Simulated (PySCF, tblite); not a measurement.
Isomers of C4H13O2PSi2, one GFN2-xTB conformer each. Single-point energies are computed at PBE0/pcSseg-1 (PySCF, gas phase, no added dispersion term), electronic only.

Question: Rank them by PBE0/pcSseg-1 energy, lowest first (kcal/mol).
A. `[CH3:1][C:2](=[O:3])[O:4][Si@@H:5]([PH2:6])[SiH:7]([CH3:8])[CH3:9]` with C1–C2–O4–Si5 -177°, C2–O4–Si5–P6 180°, O4–Si5–P6–H 91° and -176°, O4–Si5–Si7–C8 -21°
B. `[CH3:1][O:2][C@@H:3]1[CH2:4][Si@@:5]([CH3:6])([PH2:7])[O:8][SiH2:9]1` with C1–O2–C3–C4 -158°, C4–Si5–P7–H -174° and -82°, O2–C3–C4–Si5 -80°, C3–C4–Si5–C6 83°, C4–Si5–O8–Si9 15°, Si5–O8–Si9–C3 4°
C. `[CH3:1][Si@@:2]1([PH2:3])[CH2:4][C@H:5]([CH2:6][OH:7])[SiH2:8][O:9]1` with C1–Si2–P3–H -58° and -150°, C4–C5–C6–O7 178°, C5–C6–O7–H 61°, C1–Si2–C4–C5 93°, Si2–C4–C5–C6 157°, C4–C5–Si8–O9 -27°, C5–Si8–O9–Si2 12°

Answer: C (0.0), A (6.2), B (9.4).

As drawn, the lowest has an O–H bond, which the highest lacks. GFN2-xTB itself gives, in the same order: 0.0, 17.8, 0.8. Both levels put the same isomer lowest; measured from each level's own lowest isomer, the values differ by up to 11.6 kcal/mol (CC(=O)O[Si@@H](P)[SiH](C)C: 17.8 against 6.2).

Question: Which frontier levels, dipoles and rotational constants go with these structures?

Answer: 
```tsv
SMILES	HOMO (eV, PBE0/pcSseg-1)	LUMO (eV)	dipole (D)	A, B, C (MHz)
C[Si@@]1(P)C[C@H](CO)[SiH2]O1	-7.29	-0.13	0.51	1751, 535.2, 523.4
CC(=O)O[Si@@H](P)[SiH](C)C	-7.23	-0.44	1.06	916.3, 834.6, 530.0
CO[C@@H]1C[Si@@](C)(P)O[SiH2]1	-7.02	0.43	2.31	1799, 627.9, 570.7
```

Question: What happens when harmonic zero-point energies from GFN2-xTB frequencies are added?

Answer: 
| SMILES | ZPE (kcal/mol) | electronic (kcal/mol) | with ZPE (kcal/mol) |
| --- | --- | --- | --- |
| C[Si@@]1(P)C[C@H](CO)[SiH2]O1 | 102.0 | 0.0 | 0.0 |
| CC(=O)O[Si@@H](P)[SiH](C)C | 99.6 | 6.2 | 3.8 |
| CO[C@@H]1C[Si@@](C)(P)O[SiH2]1 | 101.7 | 9.4 | 9.1 |

The zero-point energies span 2.4 kcal/mol. The order is unchanged.
